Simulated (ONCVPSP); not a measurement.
**Plane-wave convergence, ONCV potential for boron (B)**

- Element: boron (B)
- Generator: ONCVPSP 4.0.1
- Type: optimised norm-conserving Vanderbilt (ONCV)
- Functional: PBE
- Relativity: non-relativistic
- Frozen core: [He]
- Valence charge: 3
- Reference configuration: 2s1 2p2
- Partial waves: 2s: rc 1.10 bohr, ncon 3, nbas 7, qcut 5.8 1/bohr, 2 projectors, debl 1.3 Ha; 2p: rc 2.35 bohr, ncon 4, nbas 8, qcut 6.2 1/bohr, 2 projectors, debl 2.3 Ha; d scattering state at 0.34 Ha: rc 2.05 bohr, ncon 4, nbas 8, qcut 4.2 1/bohr, 2 projectors, debl 3.3 Ha
- Local potential: polynomial inside 0.85 bohr (lpopt 3, dvloc0 3 Ha)
- Core correction: Teter function, fcfact 3, rcfact 1.55

For each optimised wave give the share of its norm inside rc, the residual kinetic energy above qcut (Ha) and the cutoffs (Ha) for errors of 10, 1, 0.1 and 0.01 mHa per electron.

```
         wave  norm inside rc  residual KE  10 mHa  1 mHa  0.1 mHa  0.01 mHa
           2s           0.140      6.4e-05     7.3   12.2     16.2      43.3
s projector 2           0.107      1.1e-03     8.4   21.9    144.5     224.7
           2p           0.618      4.9e-08     7.0   10.4     13.1      15.3
p projector 2           0.193      6.4e-06    10.6   13.8     16.4      19.4
d projector 1           0.085      3.7e-05     2.1    4.7      7.5      16.8
d projector 2           0.191      1.0e-02     9.2   21.4     62.0      72.7
```

The occupied waves need 12 Ha and 16 Ha for 1 and 0.1 mHa.
